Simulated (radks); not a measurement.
Species: As+. Configuration: [Ar] 3d10 4s2 4p2.

Method: Dirac Kohn-Sham, Slater X-alpha with alpha = 0.823, spin-unpolarised, spherical densities, point nucleus; open shells fill j = l - 1/2 first; computed with a radial shooting solver on a logarithmic mesh with Libxc functionals.

Energy parts (eV):
part                   energy
total              -61847.348
kinetic             63280.743
electron-nucleus  -148795.259
Hartree             26286.553
exchange            -2619.385

Orbitals (lengths in bohr, moments of r in powers of bohr; <r^-3> diverges for s and p1/2; r(max) is where P^2 peaks):
orbital,occ.,eigenvalue (eV),<r^-3>,<1/r>,r(max),small-component weight
1s1/2,2,-11766.16,-,33.48,0.02973,1.43e-02
2s1/2,2,-1508.798,-,7.432,0.1699,2.80e-03
2p1/2,2,-1353.550,-,7.406,0.1337,2.79e-03
2p3/2,4,-1316.570,1074,7.190,0.1368,2.73e-03
3s1/2,2,-203.8854,-,2.406,0.5200,6.55e-04
3p1/2,2,-151.0301,-,2.288,0.5124,6.07e-04
3p3/2,4,-145.8983,150.4,2.236,0.5210,5.91e-04
3d3/2,4,-54.5224,17.93,1.945,0.4695,4.68e-04
3d5/2,6,-53.7615,17.39,1.931,0.4723,4.64e-04
4s1/2,2,-24.1734,-,0.7178,1.568,9.05e-05
4p1/2,2,-14.0940,-,0.5866,1.835,6.22e-05
4p3/2,0,-13.7297,10.73,0.5757,1.867,6.04e-05

The highest occupied level is 4p1/2 at -14.094 eV. For comparison, the ionisation energy in NIST's Atomic Spectra Database is 18.589 eV (measured). In exact Kohn-Sham theory the highest level is minus the ionisation energy, but local and semilocal functionals leave it too shallow, through self-interaction and a potential that decays too fast; potentials with the right tail come closer. Summed over all electrons, <r^2> = 28.60 bohr^2, which gives a Langevin (diamagnetic) susceptibility term of -22.7 x 10^-6 cm^3/mol.

Beside tabulated values, note that spin-unpolarised runs miss the spin-polarisation part of the exchange energy of open shells.
